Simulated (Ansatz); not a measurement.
Task: Predict a relaxed structure of ZrO₂, charge 0, singlet, at PBE0-D4/def2-TZVP (Ansatz).

Result: 
```xyz
3

Zr    0.1802   -0.2301   -0.6260
O    -0.7883    1.2016   -0.2873
O     0.6081   -0.9716    0.9133
```
Point group C2v (tolerance 0.1 Å). The metal has 2 neighbours: O 1.76 Å, O 1.76 Å. This is one stationary point.

In the def2 sets Zr takes a core potential; there is no spin–orbit coupling. The structure comes from a short search, and lower isomers may exist.
